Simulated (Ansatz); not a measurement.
Reaction (homolysis of the O–Si bond): `[SiH3][O][GeH2][Cl]` → `[O][GeH2][Cl]`• + `[SiH3]`•

Gas-phase electronic energies from Ansatz, PBE0-D4/def2-TZVP geometries. CBS: MP2 limit from def2 TZ/QZ plus the TZ coupled-cluster correction, frozen cores. This one scheme is used for every species. DFT in def2-TZVPP. No spin–orbit coupling; open shells (•) take unrestricted orbitals. For Ge outer-core shells are correlated without core-valence functions, which leaves a few kJ/mol of doubt a bond. Scalar relativity is left out up to krypton. One conformer a species, not always the lowest.

| species | r2SCAN energy (Eh) |
| --- | --- |
| `[SiH3][O][GeH2][Cl]` | -2904.97993 |
| `[O][GeH2][Cl]`• | -2613.57853 |
| `[SiH3]`• | -291.20754 |

Q: Work out ΔE.

A: ΔE = (-2613.57853) + (-291.20754) − (-2904.97993) = 0.19386 Eh = +121.6 kcal/mol. CCSD(T)/CBS gives +132.7 kcal/mol.

Largest T1 diagnostic among the species: 0.015.

In def2-TZVPP, CCSD(T) changes the Hartree–Fock value by +29.7 kcal/mol (the triples alone add +2.1 kcal/mol) and MP2 by +39.1 kcal/mol; breaking electron pairs costs correlation energy, which Hartree–Fock lacks. From PBE to PBE0 (25 % exact exchange), in def2-TZVPP and without D4, ΔE moves by +1.7 kcal/mol.
